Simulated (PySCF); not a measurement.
## Calculated data, AlClH

Calculation on a computer-drawn molecule: vertical ionisation energy to the stated ion spin, frozen-core CCSD(T) at the basis limit and cheaper methods, single-reference cases, UHF for radicals, no spin-orbit; all values are single points at the evaluated structure, the first of each entry, which is the reference or a displaced copy of it and isn't optimised; the reference structure only sets the zero of the energies above reference; triples share is (T) over the correlation energy. Program: PySCF 2.14.0.

Common to all runs: charge 0; multiplicity 2; ion multiplicity 1; diffuse functions no; basis cc-pV(n+d)Z; reference is the Hartree-Fock double-zeta minimum; best is HF at quadruple zeta + MP2 correlation extrapolated from triple and quadruple zeta + CCSD(T) minus MP2 at triple zeta; basis step is the size of the change from the same recipe one zeta lower.

```json
{"entry": 1, "formula": "AlClH", "evaluated_structure": {"atoms_angstrom": [["Al", -0.8139, 1.2274, 0.6786], ["Cl", -2.0543, 2.496, 1.8528], ["H", 0.6615, 1.766, 0.4107]]}, "reference_structure": {"atoms_angstrom": [["Al", -0.8144, 1.2443, 0.6852], ["Cl", -2.0581, 2.5107, 1.8654], ["H", 0.6614, 1.7676, 0.4309]]}, "given": {"drawn_bonds_atom": [1, 1], "drawn_bonds_other_atom": [2, 3], "drawn_bonds_order": [1, 1]}, "results": {"ionisation_energy_best [eV]": 8.31, "ionisation_energy_basis_step [eV]": 0.04413, "energy_above_reference_best [kcal/mol]": -0.03317, "energy_above_reference_basis_step [kcal/mol]": 0.01814, "triple_zeta_method": ["HF", "PBE", "r2SCAN", "B3LYP", "wB97X", "MP2", "CCSD", "CCSD(T)"], "triple_zeta_ionisation_energy [eV]": [8.216, 8.263, 8.443, 8.397, 8.338, 8.247, 8.274, 8.254], "triple_zeta_energy_above_reference [kcal/mol]": [-0.003412, -0.04966, -0.04121, -0.02246, -0.03888, -0.007158, -0.02156, -0.02339], "total_energy_HF_triple_zeta [hartree]": -702.0676, "total_energy_CCSD(T)_triple_zeta [hartree]": -702.3505, "total_energy_best [hartree]": -702.3985, "T1_diagnostic_at_triple_zeta": 0.01326, "D1_diagnostic_at_triple_zeta": 0.03858, "spin_squared_at_triple_zeta": 0.7566, "ion_T1_diagnostic_at_triple_zeta": 0.01664, "ion_D1_diagnostic_at_triple_zeta": 0.04272, "triples_share_at_triple_zeta": 0.03764, "basis_functions_triple_zeta": 92, "dipole_magnitude_HF_at_triple_zeta [debye]": 1.808, "dipole_magnitude_CCSD_unrelaxed_at_triple_zeta [debye]": 1.601, "dipole_magnitude_PBE_at_triple_zeta [debye]": 1.442, "dipole_magnitude_r2SCAN_at_triple_zeta [debye]": 1.528, "dipole_magnitude_B3LYP_at_triple_zeta [debye]": 1.618, "dipole_magnitude_wB97X_at_triple_zeta [debye]": 1.646}}
{"entry": 2, "formula": "AlClH", "evaluated_structure": {"atoms_angstrom": [["Al", -0.8139, 1.2274, 0.6786], ["Cl", -1.9721, 2.4119, 1.775], ["H", 0.6615, 1.766, 0.4107]]}, "reference_structure": {"atoms_angstrom": [["Al", -0.8144, 1.2443, 0.6852], ["Cl", -2.0581, 2.5107, 1.8654], ["H", 0.6614, 1.7676, 0.4309]]}, "given": {"drawn_bonds_atom": [1, 1], "drawn_bonds_other_atom": [2, 3], "drawn_bonds_order": [1, 1]}, "results": {"ionisation_energy_best [eV]": 8.059, "ionisation_energy_basis_step [eV]": 0.03881, "energy_above_reference_best [kcal/mol]": 3.227, "energy_above_reference_basis_step [kcal/mol]": 0.6166, "triple_zeta_method": ["HF", "PBE", "r2SCAN", "B3LYP", "wB97X", "MP2", "CCSD", "CCSD(T)"], "triple_zeta_ionisation_energy [eV]": [7.932, 8.031, 8.196, 8.148, 8.069, 7.993, 8.018, 8.006], "triple_zeta_energy_above_reference [kcal/mol]": [3.564, 3.951, 3.286, 3.818, 3.035, 3.524, 3.576, 3.675], "total_energy_HF_triple_zeta [hartree]": -702.0619, "total_energy_CCSD(T)_triple_zeta [hartree]": -702.3446, "total_energy_best [hartree]": -702.3933, "T1_diagnostic_at_triple_zeta": 0.01265, "D1_diagnostic_at_triple_zeta": 0.03741, "spin_squared_at_triple_zeta": 0.756, "ion_T1_diagnostic_at_triple_zeta": 0.01477, "ion_D1_diagnostic_at_triple_zeta": 0.03858, "triples_share_at_triple_zeta": 0.0371, "basis_functions_triple_zeta": 92, "dipole_magnitude_HF_at_triple_zeta [debye]": 1.026, "dipole_magnitude_CCSD_unrelaxed_at_triple_zeta [debye]": 0.877, "dipole_magnitude_PBE_at_triple_zeta [debye]": 0.7479, "dipole_magnitude_r2SCAN_at_triple_zeta [debye]": 0.8172, "dipole_magnitude_B3LYP_at_triple_zeta [debye]": 0.9032, "dipole_magnitude_wB97X_at_triple_zeta [debye]": 0.8784}}
{"entry": 3, "formula": "AlClH", "evaluated_structure": {"atoms_angstrom": [["Al", -0.8139, 1.2274, 0.6786], ["Cl", -2.024, 2.465, 1.8241], ["H", 0.6615, 1.766, 0.4107]]}, "reference_structure": {"atoms_angstrom": [["Al", -0.8144, 1.2443, 0.6852], ["Cl", -2.0581, 2.5107, 1.8654], ["H", 0.6614, 1.7676, 0.4309]]}, "given": {"drawn_bonds_atom": [1, 1], "drawn_bonds_other_atom": [2, 3], "drawn_bonds_order": [1, 1]}, "results": {"ionisation_energy_best [eV]": 8.219, "ionisation_energy_basis_step [eV]": 0.04191, "energy_above_reference_best [kcal/mol]": 0.1587, "energy_above_reference_basis_step [kcal/mol]": 0.226, "triple_zeta_method": ["HF", "PBE", "r2SCAN", "B3LYP", "wB97X", "MP2", "CCSD", "CCSD(T)"], "triple_zeta_ionisation_energy [eV]": [8.112, 8.179, 8.354, 8.307, 8.24, 8.155, 8.181, 8.164], "triple_zeta_energy_above_reference [kcal/mol]": [0.2749, 0.4449, 0.1958, 0.4129, 0.1084, 0.2649, 0.2766, 0.3124], "total_energy_HF_triple_zeta [hartree]": -702.0671, "total_energy_CCSD(T)_triple_zeta [hartree]": -702.3500, "total_energy_best [hartree]": -702.3982, "T1_diagnostic_at_triple_zeta": 0.01302, "D1_diagnostic_at_triple_zeta": 0.0381, "spin_squared_at_triple_zeta": 0.7564, "ion_T1_diagnostic_at_triple_zeta": 0.01591, "ion_D1_diagnostic_at_triple_zeta": 0.041, "triples_share_at_triple_zeta": 0.03744, "basis_functions_triple_zeta": 92, "dipole_magnitude_HF_at_triple_zeta [debye]": 1.509, "dipole_magnitude_CCSD_unrelaxed_at_triple_zeta [debye]": 1.325, "dipole_magnitude_PBE_at_triple_zeta [debye]": 1.178, "dipole_magnitude_r2SCAN_at_triple_zeta [debye]": 1.256, "dipole_magnitude_B3LYP_at_triple_zeta [debye]": 1.346, "dipole_magnitude_wB97X_at_triple_zeta [debye]": 1.355}}
{"entry": 4, "formula": "AlClH", "evaluated_structure": {"atoms_angstrom": [["Al", -0.8139, 1.2274, 0.6786], ["Cl", -2.0823, 2.5246, 1.8793], ["H", 0.6615, 1.766, 0.4107]]}, "reference_structure": {"atoms_angstrom": [["Al", -0.8144, 1.2443, 0.6852], ["Cl", -2.0581, 2.5107, 1.8654], ["H", 0.6614, 1.7676, 0.4309]]}, "given": {"drawn_bonds_atom": [1, 1], "drawn_bonds_other_atom": [2, 3], "drawn_bonds_order": [1, 1]}, "results": {"ionisation_energy_best [eV]": 8.392, "ionisation_energy_basis_step [eV]": 0.04647, "energy_above_reference_best [kcal/mol]": 0.5819, "energy_above_reference_basis_step [kcal/mol]": 0.1575, "triple_zeta_method": ["HF", "PBE", "r2SCAN", "B3LYP", "wB97X", "MP2", "CCSD", "CCSD(T)"], "triple_zeta_ionisation_energy [eV]": [8.309, 8.338, 8.524, 8.478, 8.428, 8.33, 8.358, 8.334], "triple_zeta_energy_above_reference [kcal/mol]": [0.5583, 0.2641, 0.5159, 0.3449, 0.5938, 0.5559, 0.516, 0.4791], "total_energy_HF_triple_zeta [hartree]": -702.0667, "total_energy_CCSD(T)_triple_zeta [hartree]": -702.3497, "total_energy_best [hartree]": -702.3975, "T1_diagnostic_at_triple_zeta": 0.01349, "D1_diagnostic_at_triple_zeta": 0.03908, "spin_squared_at_triple_zeta": 0.7569, "ion_T1_diagnostic_at_triple_zeta": 0.01737, "ion_D1_diagnostic_at_triple_zeta": 0.04452, "triples_share_at_triple_zeta": 0.03783, "basis_functions_triple_zeta": 92, "dipole_magnitude_HF_at_triple_zeta [debye]": 2.093, "dipole_magnitude_CCSD_unrelaxed_at_triple_zeta [debye]": 1.863, "dipole_magnitude_PBE_at_triple_zeta [debye]": 1.689, "dipole_magnitude_r2SCAN_at_triple_zeta [debye]": 1.784, "dipole_magnitude_B3LYP_at_triple_zeta [debye]": 1.876, "dipole_magnitude_wB97X_at_triple_zeta [debye]": 1.921}}
```
